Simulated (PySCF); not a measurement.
Compound: C₆H₅F₃O.
SMILES with atom numbers: `[CH3:1][C:2]#[C:3][CH2:4][C:5](=[O:6])[C:7]([F:8])([F:9])[F:10]` (hydrogens: H11, H12, H13 on C1; H14, H15 on C4)

All values: CAM-B3LYP/def2-SVPD (PySCF, non-relativistic), on one gas-phase PBE0-D3(BJ)/def2-SVP geometry that isn't relaxed in the solvent. The solvent is an IEF-PCM continuum (Bondi radii, 1.10 Å for H, scaled by 1.2). Specific hydrogen bonds and non-electrostatic terms are outside this model.

Gas phase at CAM-B3LYP/def2-SVPD: HOMO -9.05 eV, LUMO -0.62 eV, dipole 3.17 D.

Task: What does the continuum do to the energy, the frontier levels and the dipole at CAM-B3LYP/def2-SVPD in cyclohexane and dichloromethane?

Result: 
```
        solvent      ε  E(solvent) − E(gas) (kcal/mol)  polarisation term (kcal/mol)  distortion of the solute (kcal/mol)  HOMO (eV)  LUMO (eV)  dipole (D)
    cyclohexane  2.017                           -2.28                         -2.40                                 0.12      -8.97      -0.61        3.44
dichloromethane   8.93                           -4.95                         -5.53                                 0.58      -8.93      -0.61        3.71
```

Polarisation term: ½ Σ q·V over the induced surface charges. Distortion: the rise of the solute's own energy as its density leaves the gas-phase optimum. From cyclohexane to dichloromethane the lowering changes by a factor 2.17, Onsager's factor (ε − 1)/(2ε + 1) by 2.08 and ε itself by 4.4.

Task: Which radius a makes the point-dipole formula ΔE = −[(ε − 1)/(2ε + 1)]·μ²/a³ give the value in dichloromethane, with the gas-phase dipole?

Result: μ = 1.247 au and |ΔE| = 0.00789 Eh give a = 2.31 Å; the farthest nucleus lies 3.64 Å from the centroid of the nuclei, so such a sphere wouldn't even hold the nuclei. The formula assumes a rigid point dipole at the centre of a sphere.

Task: How does the static polarisability (CAM-B3LYP/def2-SVPD, frozen core, with the continuum's full static response) change?

Result: 
```tsv
medium	isotropic (au)	principal values (au)	⟨r²⟩ of the electrons (bohr²)
gas	75.9	60.1, 65.6, 102.2	1580.7
cyclohexane	83.7	66.4, 71.9, 112.8	1580.4
dichloromethane	94.1	76.4, 80.7, 125.3	1580.2
```

The isotropic value in dichloromethane is 1.24 times the gas-phase one; no cavity-field correction is applied. ⟨r²⟩ is taken about the centre of nuclear charge.

Cost: about 90 s of CPU time on one thread; the machine was shared, so the figure is rough. This is the whole response run at CAM-B3LYP/def2-SVPD in dichloromethane, SCF included.

The values belong to the conformer `[CH3:1][C:2]#[C:3][CH2:4][C:5](=[O:6])[C:7]([F:8])([F:9])[F:10]`: C3–C4–C5–O6 133°, C4–C5–C7–F8 -159°.
